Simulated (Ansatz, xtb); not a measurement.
**H4OSeSi: which of two conformers lies lower**

We compare a, `O[SiH2][SeH]`, a singlet, with b, `O[SiH2][SeH]`, a singlet. Both are isolated molecules in the gas phase, relaxed with r2SCAN-D4/def2-TZVP.

a (Å):

```json
{"atom": "O", "x (Å)": "2.1160", "y (Å)": "-0.6703", "z (Å)": "-1.3225"}
{"atom": "Se", "x (Å)": "-0.1252", "y (Å)": "-2.2041", "z (Å)": "0.5676"}
{"atom": "Si", "x (Å)": "0.6478", "y (Å)": "-1.4015", "z (Å)": "-1.4282"}
{"atom": "H", "x (Å)": "2.2374", "y (Å)": "-0.0157", "z (Å)": "-0.6289"}
{"atom": "H", "x (Å)": "0.8582", "y (Å)": "-2.5546", "z (Å)": "-2.3250"}
{"atom": "H", "x (Å)": "-0.3931", "y (Å)": "-0.4810", "z (Å)": "-1.9472"}
{"atom": "H", "x (Å)": "-0.9655", "y (Å)": "-1.0214", "z (Å)": "0.7880"}
```

b (Å):

| atom | x (Å) | y (Å) | z (Å) |
| --- | --- | --- | --- |
| O | 1.8717 | -0.7734 | -0.1383 |
| Se | -1.0006 | -2.2410 | -0.8345 |
| Si | 0.8471 | -1.0314 | -1.3977 |
| H | 1.4552 | -1.8467 | -2.4784 |
| H | 0.4913 | 0.3208 | -1.8720 |
| H | 2.1143 | -1.5399 | 0.3900 |
| H | -1.4992 | -1.1956 | 0.0693 |

Energies in hartree; the thermal terms are from r2SCAN-D4/def2-TZVP harmonic frequencies (ideal gas, rigid rotor, one conformer each, 298.15 K, 1 atm) and include the zero-point energy:

|  | a | b |
| --- | --- | --- |
| E, CCSD(T)/def2-TZVP | −2766.766748 | −2766.767965 |
| zero-point energy | 0.039314 | 0.039567 |
| H(298 K) − E | 0.045828 | 0.045870 |
| G(298 K) − E | 0.009731 | 0.010413 |

Problem. Work out ΔE, ΔE₀, ΔH and ΔG for a → b in kJ/mol (1 Eh = 2625.50 kJ/mol) and the equilibrium ratio [b]/[a].

Solution. 1. ΔE = −2766.767965 − (−2766.766748) = −0.001217 Eh = −3.20 kJ/mol.
2. ΔE₀ = ΔE + ΔZPE = −0.001217 + (+0.000253) Eh = −2.53 kJ/mol.
3. ΔH = ΔE + (+0.000042) Eh = −3.08 kJ/mol.
4. ΔG = ΔE + (+0.000682) Eh = −1.40 kJ/mol, so ΔS = (ΔH − ΔG)/T = −5.6 J/(mol K).
5. kT = 0.9442 mEh, so K = [b]/[a] = exp(−ΔG/kT) = exp(+0.57) ≈ 1.8.

The two are too close for this level to say which is favoured. An error of 4 kJ/mol in ΔG would change K by a factor of 5. Mirror images and further conformers aren't counted.

Other levels gave ΔE = −3.2 (r2SCAN-D4/def2-TZVP); −3.2 (HF/def2-TZVP); −3.3 (MP2/def2-TZVP) kJ/mol. The correlated steps freeze 15 core orbitals; the filled d shell of Se is correlated, in a basis made for valence electrons. Programs: Ansatz 0.2.0.
